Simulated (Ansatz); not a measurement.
Species: C$_{4}$H$_{5}$N, SMILES `N#CC1CC1` (charge 0, multiplicity 1), formula C₄H₅N.

Q: How many basis functions does Ansatz (a first-principles code) with frozen-core CCSD(T)/cc-pVTZ // B3LYP-D3(BJ)/def2-TZVP use, how many core orbitals are frozen, and how many electrons are correlated?

A: 220 basis functions and 5 frozen orbitals, which leaves 26 correlated electrons. Core time is of the order of minutes.
